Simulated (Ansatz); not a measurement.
Computed with Ansatz on PBE0-D4/def2-TZVP structures; ΔE is electronic, products minus reactants. CCSD(T)/CBS is the MP2 limit (def2-TZVPP, def2-QZVPP) plus CCSD(T) − MP2 in def2-TZVPP, frozen cores. This one scheme is used for every species. Functionals use def2-TZVPP. For Ge outer-core shells are correlated without core-valence functions, which leaves a few kJ/mol of doubt a bond. Scalar relativity is left out up to krypton. Each species was taken in one conformer, which may not be the lowest.

Consider the germylene formation by 1,1-elimination: `[CH3][GeH]([F])[SH]` → CH₄ + `[F][Ge][SH]`.

`[CH3][GeH]([F])[SH]`:

Cartesian coordinates in Å:
```
C 0.481 -0.156 -1.113
Ge 0.271 0.154 0.785
F 0.283 1.890 0.974
S -1.635 -0.627 1.578
H 0.486 -1.226 -1.320
H -0.344 0.310 -1.652
H 1.419 0.284 -1.453
H 1.383 -0.374 1.700
H -2.344 -0.256 0.499
```

CH₄:

Cartesian coordinates in Å:
```
C 0.000 0.000 0.000
H -0.981 0.451 -0.147
H 0.762 0.779 0.000
H 0.201 -0.704 -0.807
H 0.019 -0.527 0.954
```

`[F][Ge][SH]`:

```xyz
4

F    -1.969   -0.151   -0.615
Ge   -0.387    0.578   -0.846
S     0.586   -0.511    0.846
H     1.770    0.084    0.615
```

```tsv
level	ΔE (kJ/mol)	difference from CCSD(T)/CBS
LDA (SPW92)	51.1	12.4
PBE-D4	19.8	-18.9
PBE0-D4	40.9	2.2
r2SCAN	37.0	-1.7
MP2/def2-SVP	55.7	17.0
CCSD(T)/def2-SVP	40.0	1.3
SCS-MP2/def2-TZVPP	50.5	11.8
CCSD(T)/def2-TZVPP	51.1	12.4
HF/def2-QZVPP	32.5	-6.2
CCSD/CBS(def2)	38.9	0.2
CCSD(T)/CBS	38.7	0
```

Largest T1 diagnostic among the species: 0.015.

In def2-TZVPP, CCSD(T) changes the Hartree–Fock value by +17.0 kJ/mol (the triples alone add −0.1 kJ/mol) and MP2 by +26.5 kJ/mol. From PBE to PBE0 (25 % exact exchange), in def2-TZVPP and without D4, ΔE moves by +22.0 kJ/mol. The D4 term adds +11.4 kJ/mol with B3LYP and +6.3 kJ/mol with PBE0; it sums over pairs of atoms, weighted by their polarisabilities, and B3LYP, whose exchange is more repulsive, gets the larger term.

B3LYP here is the variant with VWN-RPA as its local correlation; programs differ in this.
